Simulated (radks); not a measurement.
The numbers below are computed, except where a source is named.
Question: Radial electron density D(r) = 4 pi r^2 rho(r) of an atom or ion with 6 electrons. Code: a radial shooting solver on a logarithmic mesh with Libxc functionals. Model: non-relativistic Kohn-Sham, Wu-Cohen GGA, spin-polarised, spherical densities, point nucleus.

r (bohr)  D(r) (e/bohr)  spin D(r)
0.008437          1.007     0.0200
0.01056           1.492     0.0297
0.01321           2.179     0.0434
0.01652           3.129     0.0625
0.02067           4.397     0.0883
0.02586           6.015      0.122
0.03235           7.958      0.164
0.04047           10.10      0.215
0.05063           12.17      0.276
0.06335           13.75      0.352
0.07925           14.38      0.460
0.09915           13.70      0.642
0.124             11.77      0.976
0.1552            9.227       1.57
0.1942            7.128       2.51
0.2429            6.348       3.76
0.3039            6.882       5.03
0.3802            7.685       5.77
0.4756            7.437       5.43
0.595             5.678       4.03
0.7444            3.216       2.23
0.9314            1.266      0.863
1.165            0.3227      0.217
1.458           0.04814     0.0323
1.824          0.003667    0.00248
2.282         0.0001220  0.0000836

What is the nuclear charge?

Answer: Z = 13. The innermost maximum, from 1s, lies near 1/Z = 0.0769 bohr (found: 0.0793), and its height grows with Z. The density is that of the aluminium ion Al7+ in [He] 2s1.5 2p2.5; the configuration itself is not fixed sharply by these data, and Z only to about a unit. D(r) has 2 maxima, at r = 0.0793, 0.412 bohr, and minima at 0.245 bohr, inside which lie 2.26 electrons.
